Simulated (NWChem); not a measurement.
Species: C4H4O2; SMILES C#CCC(=O)O

```xyz
10

C      0.3488    -2.5370     0.4795
C      0.0068    -1.5161    -0.0974
C     -0.4175    -0.3181    -0.8081
C      0.0315     1.0367    -0.2541
O     -0.2698     2.0940    -0.7686
O      0.7909     0.9301     0.8562
H      0.6584    -3.4326     0.9993
H     -0.0730    -0.3425    -1.8652
H     -1.5266    -0.2673    -0.8711
H      1.0125     1.8529     1.1111
```
Atoms are numbered in this order, from 1.

Results from NWChem. Pople sets run with spherical d functions. All runs use the structure optimised with PBE-D3(BJ)/def2-SVP. Atomic charges in e: unrestrained fits to the electrostatic potential beside Mulliken populations; buried atoms are poorly determined by the fit.

For level B3LYP/def2-SVP:

Mulliken C2: 0.28
Mulliken C3: 0.07
ESP C4: 0.69
Mulliken C4: 0.12
Mulliken O5: -0.22

Q: Estimate the same quantities for level Hartree-Fock/6-31G*.

A: 
| Item | Value |
|---|---|
| Mulliken C2 | 0.15 |
| Mulliken C3 | -0.53 |
| ESP C4 | 0.80 |
| Mulliken C4 | 0.85 |
| Mulliken O5 | -0.58 |
